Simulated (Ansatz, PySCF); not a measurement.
BH3N, SMILES B[NH] (connectivity only; charge and spin as stated), charge -1, multiplicity 1. Atoms are numbered in the order given.

```xyz
5

B     -0.0165    -0.6554     0.0000
N      0.1565     0.7025     0.0000
H      0.9560    -1.4187     0.0000
H     -1.1171    -1.2396     0.0000
H     -0.7454     1.1803     0.0000
```
Charge -1, spin multiplicity 1.

Geometry: PBE0-D3(BJ)/def2-TZVPD. The multiplicity is an assumed one; other spin states were not compared. The isomer is the one that the SMILES or the coordinates give; other isomers of the formula were not compared.

Two levels are set side by side: PBE-D3(BJ)/def2-TZVPD (Ansatz, a quantum-chemistry and plane-wave program) and PBE0-D3(BJ)/def2-TZVPD (Ansatz). Each level has its own optimised geometry; the coordinates shown are those of the second. Frequencies come from the Hessian of PySCF at each geometry. Differences are taken from unrounded values.

```json
[
 {"quantity": "mean bond length (Å)", "PBE0-D3(BJ)": "1.218", "PBE-D3(BJ)": "1.227", "PBE-D3(BJ) minus PBE0-D3(BJ)": "0.009"},
 {"quantity": "bond B1–N2 (Å)", "PBE0-D3(BJ)": "1.369", "PBE-D3(BJ)": "1.380", "PBE-D3(BJ) minus PBE0-D3(BJ)": "0.011"},
 {"quantity": "bond B1–H3 (Å)", "PBE0-D3(BJ)": "1.236", "PBE-D3(BJ)": "1.242", "PBE-D3(BJ) minus PBE0-D3(BJ)": "0.006"},
 {"quantity": "bond B1–H4 (Å)", "PBE0-D3(BJ)": "1.246", "PBE-D3(BJ)": "1.253", "PBE-D3(BJ) minus PBE0-D3(BJ)": "0.007"},
 {"quantity": "bond N2–H5 (Å)", "PBE0-D3(BJ)": "1.021", "PBE-D3(BJ)": "1.031", "PBE-D3(BJ) minus PBE0-D3(BJ)": "0.011"},
 {"quantity": "highest harmonic wavenumber (cm⁻¹)", "PBE0-D3(BJ)": "3437", "PBE-D3(BJ)": "3298", "PBE-D3(BJ) minus PBE0-D3(BJ)": "-139"},
 {"quantity": "mean harmonic wavenumber (cm⁻¹)", "PBE0-D3(BJ)": "1587", "PBE-D3(BJ)": "1534", "PBE-D3(BJ) minus PBE0-D3(BJ)": "-52"},
 {"quantity": "zero-point energy (kcal/mol)", "PBE0-D3(BJ)": "20.41", "PBE-D3(BJ)": "19.74", "PBE-D3(BJ) minus PBE0-D3(BJ)": "-0.67"}
]
```

GGA bonds tend to be longer and softer than those of functionals with exact exchange. Differences between two approximate levels are no errors against the true value.
